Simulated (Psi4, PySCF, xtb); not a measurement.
Intermolecular potential of CH2O2 ··· H4OSi (SMILES O=CO and O[SiH3]). Monomers: optimised at B3LYP-D3(BJ) (def2-TZVP), held rigid. Orientation: lowest of the rigid-body minima from ten starts at GFN2-xTB. R is the distance of the centres of mass, along which the second monomer moves.

Computed with: GFN1-xTB (xtb); RKS-B3LYP/3-21G = restricted B3LYP/3-21G, no counterpoise correction run with PySCF; RHF/LANL2DZ = PySCF with restricted Hartree-Fock/LANL2DZ, with its core potentials past Ne, no counterpoise correction; SAPT0/jun-cc-pVDZ, frozen core (Psi4).

Interaction energies in kcal/mol; the last columns give the difference from SAPT0:

| R / Å | GFN1-xTB | RKS-B3LYP/3-21G | RHF/LANL2DZ | SAPT0/jun-cc-pVDZ | GFN1-xTB − SAPT0/jun-cc-pVDZ | RKS-B3LYP/3-21G − SAPT0/jun-cc-pVDZ | RHF/LANL2DZ − SAPT0/jun-cc-pVDZ |
|---|---|---|---|---|---|---|---|
| 3.10 | 13.95 | -7.34 | 10.74 | 8.55 | 5.40 | -15.89 | 2.19 |
| 3.26 | 0.58 | -18.62 | -3.50 | -2.95 | 3.53 | -15.66 | -0.55 |
| 3.48 | -7.50 | -23.35 | -11.83 | -9.57 | 2.07 | -13.78 | -2.26 |
| 3.67 | -9.51 | -22.65 | -13.55 | -10.93 | 1.42 | -11.72 | -2.62 |
| 3.86 | -9.38 | -20.18 | -12.97 | -10.45 | 1.07 | -9.72 | -2.52 |
| 4.09 | -8.04 | -16.40 | -11.11 | -8.92 | 0.88 | -7.47 | -2.19 |
| 4.38 | -5.92 | -11.53 | -8.51 | -6.76 | 0.84 | -4.77 | -1.75 |
| 4.69 | -3.98 | -7.10 | -6.19 | -4.85 | 0.87 | -2.25 | -1.35 |
| 5.15 | -2.18 | -3.09 | -3.82 | -2.96 | 0.78 | -0.13 | -0.86 |
| 5.90 | -1.01 | -1.07 | -1.81 | -1.43 | 0.42 | 0.36 | -0.38 |
| 6.91 | -0.47 | -0.47 | -0.81 | -0.64 | 0.16 | 0.17 | -0.17 |
| 8.15 | -0.23 | -0.21 | -0.37 | -0.29 | 0.06 | 0.08 | -0.08 |

GFN1-xTB is furthest from SAPT0/jun-cc-pVDZ at 3.10 (5.40 kcal/mol, above); its mean absolute difference over the points is 1.46 kcal/mol.

RKS-B3LYP/3-21G is furthest from SAPT0/jun-cc-pVDZ at 3.10 (-15.89 kcal/mol, below); its mean absolute difference over the points is 6.83 kcal/mol.

RHF/LANL2DZ is furthest from SAPT0/jun-cc-pVDZ at 3.67 (-2.62 kcal/mol, below); its mean absolute difference over the points is 1.41 kcal/mol.
